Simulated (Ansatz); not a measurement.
A first, cheap relaxation of `[CH3][GaH][NH]CF`.

```yaml
crystal:
  periodic: [false, false, false]
  atoms:
    - {symbol: C, position_ang: [-1.330100, 0.939600, 0.868500]}
    - {symbol: Ga, position_ang: [-0.152200, 1.099000, 0.098500]}
    - {symbol: N, position_ang: [1.345600, -0.081700, -0.261100]}
    - {symbol: C, position_ang: [0.909000, -1.282200, -0.846300]}
    - {symbol: F, position_ang: [0.183000, -0.978200, -2.033800]}
    - {symbol: H, position_ang: [-2.106200, 1.729500, 1.267200]}
    - {symbol: H, position_ang: [-0.975900, 0.337100, 1.677600]}
    - {symbol: H, position_ang: [-1.837700, 0.376500, 0.080400]}
    - {symbol: H, position_ang: [0.409600, 1.918900, -0.317400]}
    - {symbol: H, position_ang: [1.850500, -0.350900, 0.670900]}
    - {symbol: H, position_ang: [1.647500, -2.004200, -1.045100]}
    - {symbol: H, position_ang: [0.133800, -1.758500, -0.125500]}
basis:
  gaussian: {orbitals: def2-SVP}
hamiltonian: {xc: pbe, dispersion: d4}
relax: {f_tol: 0.03, max_steps: 200}
```

```sh
$ ansatz run in.yaml --threads 4 --pin off --events-out ev --progress --plain --max-ram 10444MiB
```

Shortened log:

```
Functional definition: PBE
mean field -58734.95794783 eV, -2158.4698925983 hartree, gradient 4.0e-5 eV, S^2 0.000000; 0 other end points of the search recorded, 0 dependent functions left out
relax step   1: F+E_penalty+E_count = -58735.20341095 eV  Δ(F+E_penalty+E_count) = +0.000e0 eV  max|allowed force component| = 2.544e1 eV/Å  Δτ_max = 0.0000 Å  (30 SCF iters, accepted)
mean field -58741.25294979 eV, -2158.7012296536 hartree, gradient 1.8e-5 eV, S^2 0.000000; 0 other end points of the search recorded, 0 dependent functions left out
relax step   2: F+E_penalty+E_count = -58741.49468500 eV  Δ(F+E_penalty+E_count) = -6.291e0 eV  max|allowed force component| = 1.106e1 eV/Å  Δτ_max = 0.1972 Å  (36 SCF iters, accepted)
mean field -58744.06856687 eV, -2158.8047016727 hartree, gradient 1.7e-5 eV, S^2 0.000000; 0 other end points of the search recorded, 0 dependent functions left out
relax step   3: F+E_penalty+E_count = -58744.30708091 eV  Δ(F+E_penalty+E_count) = -2.812e0 eV  max|allowed force component| = 4.172e0 eV/Å  Δτ_max = 0.1947 Å  (37 SCF iters, accepted)
mean field -58745.26273594 eV, -2158.8485865766 hartree, gradient 1.0e-5 eV, S^2 0.000000; 0 other end points of the search recorded, 0 dependent functions left out
relax step   4: F+E_penalty+E_count = -58745.49819493 eV  Δ(F+E_penalty+E_count) = -1.191e0 eV  max|allowed force component| = 1.680e0 eV/Å  Δτ_max = 0.1947 Å  (30 SCF iters, accepted)
mean field -58745.69295966 eV, -2158.8643970065 hartree, gradient 2.2e-5 eV, S^2 0.000000; 0 other end points of the search recorded, 0 dependent functions left out
relax step   5: F+E_penalty+E_count = -58745.93103642 eV  Δ(F+E_penalty+E_count) = -4.328e-1 eV  max|allowed force component| = 7.595e-1 eV/Å  Δτ_max = 0.2000 Å  (28 SCF iters, accepted)
mean field -58745.88945501 eV, -2158.8716180776 hartree, gradient 1.4e-5 eV, S^2 0.000000; 0 other end points of the search recorded, 0 dependent functions left out
relax step   6: F+E_penalty+E_count = -58746.12658961 eV  Δ(F+E_penalty+E_count) = -1.956e-1 eV  max|allowed force component| = 7.313e-1 eV/Å  Δτ_max = 0.1960 Å  (29 SCF iters, accepted)
mean field -58745.96441586 eV, -2158.8743728381 hartree, gradient 1.1e-5 eV, S^2 0.000000; 0 other end points of the search recorded, 0 dependent functions left out
relax step   7: F+E_penalty+E_count = -58746.20128906 eV  Δ(F+E_penalty+E_count) = -7.470e-2 eV  max|allowed force component| = 7.513e-1 eV/Å  Δτ_max = 0.2000 Å  (29 SCF iters, accepted)
mean field -58746.04628436 eV, -2158.8773814501 hartree, gradient 1.1e-5 eV, S^2 0.000000; 0 other end points of the search recorded, 0 dependent functions left out
relax step   8: F+E_penalty+E_count = -58746.28233623 eV  Δ(F+E_penalty+E_count) = -8.105e-2 eV  max|allowed force component| = 1.036e0 eV/Å  Δτ_max = 0.1946 Å  (30 SCF iters, accepted)
mean field -58746.15536633 eV, -2158.8813901382 hartree, gradient 1.4e-5 eV, S^2 0.000000; 0 other end points of the search recorded, 0 dependent functions left out
relax step   9: F+E_penalty+E_count = -58746.39147055 eV  Δ(F+E_penalty+E_count) = -1.091e-1 eV  max|allowed force component| = 1.233e0 eV/Å  Δτ_max = 0.2000 Å  (30 SCF iters, accepted)
mean field -58746.27170241 eV, -2158.8856654103 hartree, gradient 7.5e-6 eV, S^2 0.000000; 0 other end points of the search recorded, 0 dependent functions left out
relax step  10: F+E_penalty+E_count = -58746.50804110 eV  Δ(F+E_penalty+E_count) = -1.166e-1 eV  max|allowed force component| = 7.000e-1 eV/Å  Δτ_max = 0.2000 Å  (30 SCF iters, accepted)
mean field -58746.36722354 eV, -2158.8891757474 hartree, gradient 1.3e-5 eV, S^2 0.000000; 0 other end points of the search recorded, 0 dependent functions left out
relax step  11: F+E_penalty+E_count = -58746.60303434 eV  Δ(F+E_penalty+E_count) = -9.499e-2 eV  max|allowed force component| = 7.735e-1 eV/Å  Δτ_max = 0.2000 Å  (29 SCF iters, accepted)
mean field -58746.43203622 eV, -2158.8915575694 hartree, gradient 1.1e-5 eV, S^2 0.000000; 0 other end points of the search recorded, 0 dependent functions left out
relax step  12: F+E_penalty+E_count = -58746.66637872 eV  Δ(F+E_penalty+E_count) = -6.334e-2 eV  max|allowed force component| = 5.296e-1 eV/Å  Δτ_max = 0.2000 Å  (29 SCF iters, accepted)
mean field -58746.44554638 eV, -2158.8920540585 hartree, gradient 7.1e-6 eV, S^2 0.000000; 0 other end points of the search recorded, 0 dependent functions left out
relax step  13: F+E_penalty+E_count = -58746.68067748 eV  Δ(F+E_penalty+E_count) = -1.430e-2 eV  max|allowed force component| = 2.270e-1 eV/Å  Δτ_max = 0.1950 Å  (29 SCF iters, accepted)
mean field -58746.45404278 eV, -2158.8923662955 hartree, gradient 1.9e-5 eV, S^2 0.000000; 0 other end points of the search recorded, 0 dependent functions left out
relax step  14: F+E_penalty+E_count = -58746.68781019 eV  Δ(F+E_penalty+E_count) = -7.133e-3 eV  max|allowed force component| = 1.158e-1 eV/Å  Δτ_max = 0.1022 Å  (30 SCF iters, accepted)
mean field -58746.45887887 eV, -2158.8925440186 hartree, gradient 1.9e-5 eV, S^2 0.000000; 0 other end points of the search recorded, 0 dependent functions left out
relax step  15: F+E_penalty+E_count = -58746.69162957 eV  Δ(F+E_penalty+E_count) = -3.819e-3 eV  max|allowed force component| = 6.281e-2 eV/Å  Δτ_max = 0.0381 Å  (31 SCF iters, accepted)
mean field -58746.46102048 eV, -2158.8926227213 hartree, gradient 1.9e-5 eV, S^2 0.000000; 0 other end points of the search recorded, 0 dependent functions left out
relax step  16: F+E_penalty+E_count = -58746.69292857 eV  Δ(F+E_penalty+E_count) = -1.299e-3 eV  max|allowed force component| = 4.918e-2 eV/Å  Δτ_max = 0.0491 Å  (31 SCF iters, accepted)
mean field -58746.46270456 eV, -2158.8926846099 hartree, gradient 1.8e-5 eV, S^2 0.000000; 0 other end points of the search recorded, 0 dependent functions left out
relax step  17: F+E_penalty+E_count = -58746.69370361 eV  Δ(F+E_penalty+E_count) = -7.750e-4 eV  max|allowed force component| = 4.578e-2 eV/Å  Δτ_max = 0.0588 Å  (31 SCF iters, accepted)
mean field -58746.46347406 eV, -2158.8927128888 hartree, gradient 1.8e-5 eV, S^2 0.000000; 0 other end points of the search recorded, 0 dependent functions left out
relax step  18: F+E_penalty+E_count = -58746.69401459 eV  Δ(F+E_penalty+E_count) = -3.110e-4 eV  max|allowed force component| = 1.932e-2 eV/Å  Δτ_max = 0.0336 Å  (31 SCF iters, accepted)
mean field -58746.46347406 eV, -2158.8927128887 hartree, gradient 2.2e-5 eV, S^2 0.000000; 1 other end points of the search recorded, 0 dependent functions left out
Total energy: -58746.69405365 eV, -2158.9011865324 hartree
Atom 0 at    -1.564418     0.788275     0.795169 Å, force    -0.001305    -0.001358     0.006655 eV/Å
Atom 1 at     0.271598     1.278805     0.270197 Å, force    -0.003492     0.000402     0.008659 eV/Å
Atom 2 at     1.332021    -0.144089    -0.284673 Å, force    -0.003046     0.006208    -0.003430 eV/Å
Atom 3 at     0.798282    -1.409373    -0.620465 Å, force     0.006966    -0.000439     0.010049 eV/Å
Atom 4 at     0.136193    -1.413152    -1.869597 Å, force    -0.008312    -0.002920    -0.015012 eV/Å
Atom 5 at    -2.207937     1.677259     0.941568 Å, force     0.009423    -0.013158    -0.002645 eV/Å
Atom 6 at    -1.548482     0.212654     1.744811 Å, force     0.001767     0.012419    -0.019318 eV/Å
Atom 7 at    -2.013787     0.140972     0.015057 Å, force     0.001928     0.004964     0.008269 eV/Å
Atom 8 at     1.001891     2.673574     0.312162 Å, force    -0.003230    -0.009355     0.000475 eV/Å
Atom 9 at     2.239089     0.048445    -0.719553 Å, force     0.000288    -0.000851     0.000728 eV/Å
Atom 10 at     1.591970    -2.188646    -0.683783 Å, force    -0.005140     0.006667     0.006546 eV/Å
Atom 11 at     0.040480    -1.719826     0.133007 Å, force     0.004152    -0.002580    -0.000975 eV/Å
Dipole moment:     0.113136     0.023438     0.240073 e Å
```

Hardware: 4 threads of an Arm Neoverse V1 on a shared host. Wall time 30 s, peak host memory 0.19 GiB.
